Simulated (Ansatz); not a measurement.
The first iterations of a band of BCl2H + H3P (8 atoms, charge 0, multiplicity 1).

All numbers below come from Ansatz, RKS B3LYP-D4/6-31G*.

- movable images: 7
- climbing image: yes
- spring: 5.0 eV/Å²
- optimiser: quadratic models (default)
- start path: through a guess of the saddle point
- force threshold: 0.5 eV/Å
- iteration limit: 60
- end points: relaxed

First end point:

```xyz
8
Properties=species:S:1:pos:R:3
B -0.010 0.514 -0.120
H 0.037 0.823 1.023
Cl 1.477 0.304 -1.019
Cl -1.566 0.296 -0.891
P 0.141 -3.084 1.180
H -0.471 -2.780 -0.069
H 1.437 -2.696 0.736
H -0.147 -1.801 1.733
```

Last end point:

```xyz
8
Properties=species:S:1:pos:R:3
B 0.091 -0.825 -0.580
H -0.041 0.896 2.494
Cl 1.506 0.216 -0.715
Cl -1.454 -0.250 -1.200
P 0.182 -2.463 0.408
H -0.635 -3.260 -0.433
H 1.436 -2.925 -0.066
H -0.189 0.188 2.663
```

| iteration | highest image above the first end (eV) | largest band force component (eV/Å) |
| --- | --- | --- |
| 1 | 3.960 | 5.098 |
| 2 | 2.715 | 2.310 |
| 3 | 2.352 | 1.727 |
| 4 | 2.127 | 5.062 |

Problem. Does the band converge within its limit, and where does its top end?

Solution. The run converged. It ended after 14 iterations with the highest image 1.695 eV above the first end. The threshold of 0.5 eV/Å is loose, so the images may lie well off the minimum-energy path. The order of the stationary point at the top wasn't checked. The orbitals stay closed-shell, which can raise the energy where a bond breaks towards radicals; this wasn't checked here.

The run took 2.8 min on 2 threads of Arm Neoverse V2 (shared host), peak memory 0.17 GiB.
